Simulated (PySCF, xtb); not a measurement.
C2H5FOSi2, SMILES C1(=O)[Si@H]([SiH2]C1)F.

Harmonic wavenumbers (cm⁻¹) from xtb 6.7.1 with GFN2-xTB at its own minimum, in rising order: 53, 122, 130, 325, 366, 372, 405, 462, 481, 504, 582, 621, 659, 698, 731, 782, 795, 964, 1008, 1160, 1423, 1765, 2222, 2230, 2312, 2966, 3001.

What does PBE-D3(BJ)/def2-SVP (PySCF) give at its own minimum? (An estimate is asked for; the answer gives what the named calculation found.)

64, 119, 155, 289, 343, 379, 441, 501, 527, 571, 607, 662, 672, 744, 784, 856, 885, 941, 1011, 1054, 1312, 1762, 2158, 2169, 2189, 2955, 3063. Paired by order, the mean absolute difference is 45 cm⁻¹ and the zero-point energies are 38.8 and 38.9 kcal/mol.
